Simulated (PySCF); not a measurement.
TiPhMe3, C9H14Ti (singlet state).
Bonds: Ti1–C2, Ti1–C13, Ti1–C17, Ti1–C21, C2–C3, C2–C7, C3–C4, C4–C5, C5–C6, C6–C7. Hydrogens: H8 on C3; H9 on C4; H10 on C5; H11 on C6; H12 on C7; H14, H15, H16 on C13; H18, H19, H20 on C17; H22, H23, H24 on C21.

Method: PySCF, PBE0-D3(BJ)/def2-SVP geometry optimisation, gas phase; density fitting, grid level 1; the optimiser is geomeTRIC in internal coordinates, started from a GFN2-xTB structure with every atom displaced at random (about 0.03 Å).

Step 3: E = -32649.2222 eV
```
atom  x, y, z in Å  |  force x, y, z in eV/Å
Ti1     0.0102   -0.0383   -1.2930    0.434  -0.228   0.166
C2     -0.0483   -0.0084    0.7727    0.138   0.001   0.201
C3      1.0129    0.5990    1.4838   -0.447  -0.184  -0.185
C4      1.0328    0.6548    2.8763    0.069  -0.203  -0.317
C5     -0.0233    0.0579    3.5552   -0.324  -0.152   0.510
C6     -1.0983   -0.5640    2.9064    0.510   0.374  -0.651
C7     -1.1074   -0.5840    1.5040    0.188   0.072   0.222
H8      1.8378    1.0328    0.9331    0.397   0.230  -0.251
H9      1.8805    1.1140    3.4167   -0.402  -0.141  -0.177
H10    -0.0052    0.0744    4.6396   -0.071  -0.017   0.373
H11    -1.9169   -1.0132    3.4674   -0.021  -0.035   0.143
H12    -1.9463   -1.0631    0.9846    0.030   0.015   0.005
C13     1.9485    0.0066   -2.0537   -0.422  -0.150  -0.377
H14     2.0012   -0.1911   -3.1481   -0.086   0.090   0.330
H15     2.4933   -0.7895   -1.5379    0.205  -0.360   0.194
H16     2.4604    0.9477   -1.8340    0.080   0.357   0.025
C17    -0.9300    1.6177   -1.9349    0.015   0.592  -0.253
H18    -1.9309    1.6306   -1.4840   -0.203   0.036   0.102
H19    -1.0325    1.5768   -3.0355    0.038   0.040   0.057
H20    -0.3831    2.5396   -1.6386   -0.135  -0.261  -0.092
C21    -0.9871   -1.6616   -2.0549   -0.290  -0.199   0.053
H22    -2.0909   -1.6413   -1.8793    0.488   0.004  -0.077
H23    -0.5503   -2.5486   -1.5471   -0.127   0.107  -0.065
H24    -0.7850   -1.7494   -3.1389   -0.063   0.010   0.064
```

Step 4: E = -32649.2903 eV
```
atom  x, y, z in Å  |  force x, y, z in eV/Å
Ti1     0.0165   -0.0437   -1.2885   -0.123   0.241  -0.091
C2     -0.0347   -0.0191    0.7679    0.085  -0.047  -0.224
C3      1.0201    0.5865    1.4710    0.021   0.024  -0.101
C4      1.0308    0.6265    2.8630    0.061   0.021   0.032
C5     -0.0199    0.0540    3.5739    0.009   0.004   0.013
C6     -1.0711   -0.5509    2.8886   -0.334  -0.172   0.121
C7     -1.0891   -0.5924    1.4953    0.200   0.118   0.110
H8      1.8584    1.0405    0.9289   -0.015  -0.008  -0.011
H9      1.8577    1.0991    3.3974    0.039   0.030   0.001
H10    -0.0164    0.0806    4.6665   -0.035  -0.019  -0.004
H11    -1.8946   -0.9990    3.4508   -0.010  -0.005   0.033
H12    -1.9305   -1.0755    0.9848    0.033   0.016   0.016
C13     1.9404   -0.0062   -2.0284    0.086  -0.083   0.145
H14     1.9824   -0.1988   -3.1126   -0.040   0.010  -0.034
H15     2.4943   -0.8121   -1.5074   -0.015   0.031  -0.027
H16     2.4440    0.9532   -1.8119   -0.060  -0.008  -0.021
C17    -0.9498    1.6513   -1.9536   -0.036  -0.170   0.039
H18    -1.9591    1.6728   -1.5031    0.040   0.009  -0.017
H19    -1.0451    1.6137   -3.0528    0.012   0.016  -0.002
H20    -0.4051    2.5627   -1.6590    0.033   0.015   0.009
C21    -0.9792   -1.6738   -2.0518    0.123  -0.049   0.001
H22    -2.0673   -1.6442   -1.8801   -0.026   0.040   0.013
H23    -0.5578   -2.5619   -1.5451   -0.030  -0.021   0.004
H24    -0.7826   -1.7639   -3.1340   -0.020   0.009  -0.008
```

Step 5: E = -32649.2832 eV
```
atom  x, y, z in Å  |  force x, y, z in eV/Å
Ti1     0.0205   -0.0352   -1.2920   -0.147   0.123  -0.058
C2     -0.0023   -0.0062    0.7623    0.049  -0.038   0.043
C3      1.0463    0.5995    1.4708   -0.104  -0.051   0.143
C4      1.0197    0.6163    2.8654    0.094   0.086   0.108
C5     -0.0392    0.0406    3.5716    0.049   0.029   0.164
C6     -1.0943   -0.5672    2.8942    0.327   0.167  -0.158
C7     -1.0502   -0.5780    1.5013   -0.427  -0.231  -0.259
H8      1.8911    1.0635    0.9452   -0.049  -0.033   0.049
H9      1.8345    1.0906    3.4148    0.062   0.028   0.063
H10    -0.0420    0.0675    4.6649    0.048   0.023  -0.007
H11    -1.9269   -1.0214    3.4404    0.049   0.030  -0.063
H12    -1.8804   -1.0577    0.9719   -0.040  -0.027  -0.060
C13     1.9353   -0.0099   -2.0405    0.099  -0.048   0.133
H14     1.9582   -0.2068   -3.1237   -0.020  -0.008  -0.060
H15     2.4973   -0.8107   -1.5208   -0.013   0.051  -0.035
H16     2.4308    0.9571   -1.8395   -0.035  -0.023  -0.010
C17    -0.9505    1.6493   -1.9604   -0.048  -0.122   0.015
H18    -1.9558    1.6783   -1.5025    0.029   0.011  -0.017
H19    -1.0519    1.6079   -3.0587    0.002   0.010  -0.010
H20    -0.3988    2.5591   -1.6757    0.038   0.042   0.019
C21    -0.9782   -1.6735   -2.0340    0.144  -0.035  -0.016
H22    -2.0627   -1.6312   -1.8515   -0.081   0.039   0.023
H23    -0.5619   -2.5623   -1.5255   -0.016  -0.022   0.004
H24    -0.7963   -1.7701   -3.1180   -0.010   0.000  -0.012
```

Step 6: E = -32649.3001 eV
```
atom  x, y, z in Å  |  force x, y, z in eV/Å
Ti1     0.0147   -0.0337   -1.2953   -0.028   0.026  -0.012
C2     -0.0114   -0.0113    0.7601    0.050  -0.020   0.131
C3      1.0320    0.5931    1.4814    0.058   0.040   0.011
C4      1.0292    0.6242    2.8772   -0.064  -0.022   0.000
C5     -0.0288    0.0459    3.5823    0.036   0.017  -0.097
C6     -1.0769   -0.5598    2.8874    0.025   0.010   0.011
C7     -1.0630   -0.5861    1.4923   -0.074  -0.032  -0.019
H8      1.8725    1.0546    0.9502    0.016   0.004   0.006
H9      1.8506    1.1015    3.4184    0.000  -0.005  -0.008
H10    -0.0368    0.0684    4.6754    0.003   0.000  -0.013
H11    -1.9062   -1.0126    3.4374   -0.003  -0.001  -0.008
H12    -1.8969   -1.0680    0.9695   -0.015  -0.011   0.005
C13     1.9348   -0.0096   -2.0345    0.020  -0.048   0.039
H14     1.9592   -0.2048   -3.1197   -0.016  -0.001  -0.005
H15     2.4962   -0.8083   -1.5150    0.014   0.008  -0.009
H16     2.4254    0.9579   -1.8321   -0.009   0.019  -0.001
C17    -0.9493    1.6436   -1.9631   -0.036   0.013  -0.035
H18    -1.9554    1.6735   -1.5102   -0.011   0.016   0.001
H19    -1.0454    1.6050   -3.0622    0.001   0.011  -0.002
H20    -0.3960    2.5530   -1.6739    0.008   0.001   0.006
C21    -0.9787   -1.6720   -2.0426    0.070  -0.048  -0.003
H22    -2.0658   -1.6244   -1.8630   -0.010   0.027   0.007
H23    -0.5676   -2.5637   -1.5334   -0.026  -0.002  -0.008
H24    -0.7942   -1.7670   -3.1266   -0.013  -0.002   0.001
```

Problem. Estimate the geometry and energy of step 7. (The exact step hangs on the optimiser's Hessian estimate; all steps are aligned on step 6, rigid shifts and turns removed.)

Solution. E = -32649.3019 eV, largest force 0.077 eV/Å
```
atom  x, y, z in Å  |  force x, y, z in eV/Å
Ti1     0.0122   -0.0331   -1.2925   -0.052   0.055  -0.012
C2     -0.0151   -0.0154    0.7643    0.039  -0.016  -0.038
C3      1.0334    0.5933    1.4758   -0.029  -0.009  -0.008
C4      1.0310    0.6255    2.8705    0.007   0.006  -0.003
C5     -0.0244    0.0458    3.5746    0.000   0.000   0.015
C6     -1.0749   -0.5629    2.8871   -0.025  -0.013   0.009
C7     -1.0692   -0.5926    1.4927    0.052   0.031   0.008
H8      1.8730    1.0543    0.9410   -0.024  -0.016   0.010
H9      1.8528    1.1031    3.4109   -0.003  -0.003   0.003
H10    -0.0290    0.0691    4.6677   -0.001   0.000  -0.009
H11    -1.9010   -1.0155    3.4419    0.000   0.000   0.007
H12    -1.9039   -1.0764    0.9722    0.011   0.005   0.002
C13     1.9359   -0.0111   -2.0226    0.026  -0.035   0.039
H14     1.9606   -0.2065   -3.1079   -0.011  -0.001  -0.001
H15     2.5000   -0.8077   -1.5021    0.003   0.021  -0.015
H16     2.4220    0.9595   -1.8209   -0.013  -0.001  -0.005
C17    -0.9522    1.6486   -1.9670   -0.013  -0.030  -0.004
H18    -1.9606    1.6826   -1.5186    0.004   0.012  -0.005
H19    -1.0432    1.6119   -3.0666    0.002   0.007   0.001
H20    -0.3975    2.5565   -1.6747    0.006  -0.002   0.005
C21    -0.9773   -1.6736   -2.0423    0.056  -0.030   0.001
H22    -2.0648   -1.6184   -1.8654   -0.004   0.023   0.006
H23    -0.5738   -2.5677   -1.5320   -0.020  -0.003  -0.004
H24    -0.7918   -1.7698   -3.1260   -0.010  -0.001   0.000
```

The energy changes by -0.0017 eV. The first-order estimate −F·Δx gives -0.0037 eV and the mean of the old and new forces, exact on a quadratic surface, -0.0018 eV. The step makes an angle of 70° with the force vector and moves no atom by more than 0.013 Å.

What follows is the cost of the whole optimisation. On an AMD EPYC with one thread, no GPU, shared host with 64 logical CPUs at a one-minute load of 56, this took 15 min of wall time and 1.2 GiB of memory at its peak.
